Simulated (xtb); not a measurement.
C₂H₆AuClS, charge +1, doublet, at the geometry of the source list (GFN-xTB shapes and energies of metal compounds can be far from the true ones) (the multiplicity is a formal guess); xtb with GFN2-xTB.

Here is a job for xtb.
```
$ xtb mol.xyz --gfn 2 --chrg 1 --uhf 1 --json

# file mol.xyz
11

Au     1.61860000    -1.58070000     0.01030000
Cl     3.69980000    -2.33190000     0.39400000
C     -0.21670000     0.79500000    -1.33070000
S     -0.54120000    -0.71430000    -0.36290000
C     -0.95800000     0.05260000     1.23660000
H      0.54380000     1.39440000    -0.84120000
H     -1.14600000     1.34890000    -1.42720000
H      0.13020000     0.47760000    -2.30840000
H     -0.14980000     0.69980000     1.56060000
H     -1.09920000    -0.75350000     1.94880000
H     -1.88160000     0.61220000     1.12010000
```

**Question.** What does xtb print? Leave out banner, timings and long lists.

**Answer.** 
```
   ID    Z sym.   atoms
    1   79 Au     1
    2   17 Cl     2
    3    6 C      3, 5
    4   16 S      4
    5    1 H      6-11

           -------------------------------------------------
          |                Calculation Setup                |
           -------------------------------------------------

           -------------------------------------------------
          |                 G F N 2 - x T B                 |
           -------------------------------------------------

          ...................................................
          :                      SETUP                      :
          :.................................................:
          :  # basis functions                  44          :
          :  # atomic orbitals                  41          :
          :  # shells                           19          :
          :  # electrons                        37          :
          :  max. iterations                   250          :
          :  Hamiltonian                  GFN2-xTB          :
          :  restarted?                      false          :
          :  GBSA solvation                  false          :
          :  PC potential                    false          :
          :  electronic temp.          300.0000000     K    :
          :  accuracy                    1.0000000          :
          :  -> integral cutoff          0.2500000E+02      :
          :  -> integral neglect         0.1000000E-07      :
          :  -> SCF convergence          0.1000000E-05 Eh   :
          :  -> wf. convergence          0.1000000E-03 e    :
          :  Broyden damping             0.4000000          :
          :  net charge                          1          :
          :  unpaired electrons                  1          :
          ...................................................

 iter      E             dE          RMSdq      gap      omega  full diag
   1    -18.6032385 -0.186032E+02  0.409E+00    5.42       0.0  T
   2    -18.6171063 -0.138678E-01  0.451E+00    3.39       1.0  T
   3    -18.6428076 -0.257013E-01  0.325E+00    4.50       1.0  T
   4    -18.6018363  0.409713E-01  0.397E+00    5.19       1.0  T
   5    -18.6561125 -0.542762E-01  0.178E+00    5.05       1.0  T
   6    -18.6640021 -0.788958E-02  0.105E+00    4.96       1.0  T
   7    -18.6562475  0.775451E-02  0.172E+00    5.06       1.0  T
   8    -18.6519930  0.425450E-02  0.188E+00    5.07       1.0  T
   9    -18.6681279 -0.161349E-01  0.183E-01    5.02       1.0  T
  10    -18.6680890  0.388842E-04  0.175E-01    5.03       1.0  T
  11    -18.6673091  0.779969E-03  0.434E-01    5.04       1.0  T
  12    -18.6674767 -0.167640E-03  0.384E-01    5.01       1.0  T
  13    -18.6681140 -0.637277E-03  0.828E-02    5.02       1.0  T
  14    -18.6679758  0.138182E-03  0.195E-01    5.02       1.0  T
  15    -18.6681470 -0.171213E-03  0.229E-02    5.02       1.3  T
  16    -18.6681431  0.395370E-05  0.336E-02    5.02       1.0  T
  17    -18.6681468 -0.372798E-05  0.166E-02    5.02       1.8  T
  18    -18.6681480 -0.124474E-05  0.281E-03    5.02      10.7  T
  19    -18.6681480 -0.223474E-07  0.160E-03    5.02      18.8  T
  20    -18.6681481 -0.104241E-07  0.621E-04    5.02      48.5  T
  21    -18.6681481 -0.985946E-09  0.396E-04    5.02      76.1  T

   *** convergence criteria satisfied after 21 iterations ***

         :::::::::::::::::::::::::::::::::::::::::::::::::::::
         ::                     SUMMARY                     ::
         :::::::::::::::::::::::::::::::::::::::::::::::::::::
         :: total energy             -18.544903728682 Eh    ::
         :: gradient norm              0.019485355540 Eh/a0 ::
         :: HOMO-LUMO gap              5.024321826795 eV    ::
         ::.................................................::
         :: SCC energy               -18.668133854785 Eh    ::
         :: -> isotropic ES            0.114782594398 Eh    ::
         :: -> anisotropic ES         -0.005663215330 Eh    ::
         :: -> anisotropic XC          0.007587165904 Eh    ::
         :: -> dispersion             -0.007284725228 Eh    ::
         :: repulsion energy           0.123230126103 Eh    ::
         :: add. restraining           0.000000000000 Eh    ::
         :: total charge               1.000000000000 e     ::
         :::::::::::::::::::::::::::::::::::::::::::::::::::::

           -------------------------------------------------
          |                Property Printout                |
           -------------------------------------------------

    * Orbital Energies and Occupations

         #    Occupation            Energy/Eh            Energy/eV
      -------------------------------------------------------------
         1        2.0000           -1.2138418             -33.0303
       ...           ...                  ...                  ...
         7        2.0000           -0.6978018             -18.9882
         8        2.0000           -0.6728907             -18.3103
         9        2.0000           -0.6659844             -18.1224
        10        2.0000           -0.6560929             -17.8532
        11        2.0000           -0.6481760             -17.6378
        12        2.0000           -0.6387619             -17.3816
        13        2.0000           -0.6368785             -17.3303
        14        2.0000           -0.6329541             -17.2236
        15        2.0000           -0.6329510             -17.2235
        16        2.0000           -0.6124136             -16.6646
        17        1.9623           -0.5955856             -16.2067
        18        1.7386           -0.5934935             -16.1498
        19        1.2990           -0.5916972             -16.1009 (HOMO)
        20                         -0.4070567             -11.0766 (LUMO)
        21                         -0.3612410              -9.8299
        22                         -0.3001947              -8.1687
        23                         -0.2104678              -5.7271
        24                         -0.2037282              -5.5437
        25                         -0.1817828              -4.9466
        26                         -0.1631147              -4.4386
        27                         -0.1628682              -4.4319
        28                         -0.1493972              -4.0653
        29                         -0.1493939              -4.0652
        30                         -0.1469861              -3.9997
       ...                                ...                  ...
        41                          0.6453971              17.5621
      -------------------------------------------------------------
                  HL-Gap            0.1846404 Eh            5.0243 eV
             Fermi-level           -0.5459418 Eh          -14.8558 eV

     #   Z          covCN         q      C6AA      α(0)
     1  79 Au       1.826     0.386   263.726    31.109
     2  17 Cl       0.879    -0.010    99.482    15.259
     3   6 C        3.744    -0.111    22.688     6.795
     4  16 S        2.885     0.149   135.120    19.564
     5   6 C        3.744    -0.111    22.688     6.795
     6   1 H        0.925     0.109     1.708     2.044
     7   1 H        0.925     0.126     1.562     1.955
     8   1 H        0.925     0.113     1.669     2.020
     9   1 H        0.925     0.109     1.708     2.044
    10   1 H        0.925     0.113     1.669     2.020
    11   1 H        0.925     0.126     1.562     1.955

 Mol. C6AA /au·bohr⁶  :       3010.400855
 Mol. C8AA /au·bohr⁸  :     146625.221771
 Mol. α(0) /au        :         91.558179

Wiberg/Mayer (AO) data.
largest (>0.10) Wiberg bond orders for each atom

 ---------------------------------------------------------------------------
     #   Z sym  total        # sym  WBO       # sym  WBO       # sym  WBO
 ---------------------------------------------------------------------------
     1  79 Au   1.294 --     2 Cl   0.718     4 S    0.541
     2  17 Cl   0.877 --     1 Au   0.718     4 S    0.148
     3   6 C    3.921 --     4 S    0.999     8 H    0.969     6 H    0.960
                             7 H    0.957
     4  16 S    2.755 --     3 C    0.999     5 C    0.999     1 Au   0.541
                             2 Cl   0.148
     5   6 C    3.921 --     4 S    0.999    10 H    0.969     9 H    0.960
                            11 H    0.957
     6   1 H    0.982 --     3 C    0.960
     7   1 H    0.974 --     3 C    0.957
     8   1 H    0.987 --     3 C    0.969
     9   1 H    0.982 --     5 C    0.960
    10   1 H    0.987 --     5 C    0.969
    11   1 H    0.974 --     5 C    0.957
 ---------------------------------------------------------------------------

Topologies differ in total number of bonds
Writing topology from bond orders to xtbtopo.mol

molecular dipole:
                 x           y           z       tot (Debye)
 q only:        0.351      -0.645      -0.085
   full:        0.457      -0.694      -0.069       2.119
molecular quadrupole (traceless):
                xx          xy          yy          xz          yz          zz
 q only:        0.346      -5.272       0.098      -1.563      -1.633      -0.444
  q+dip:        1.586      -7.143       0.346      -1.296      -1.650      -1.931
   full:        1.023      -7.377       0.607      -1.652      -1.769      -1.631

           -------------------------------------------------
          | TOTAL ENERGY              -18.544903728682 Eh   |
          | GRADIENT NORM               0.019485355540 Eh/α |
          | HOMO-LUMO GAP               5.024321826795 eV   |
           -------------------------------------------------

normal termination of xtb
```
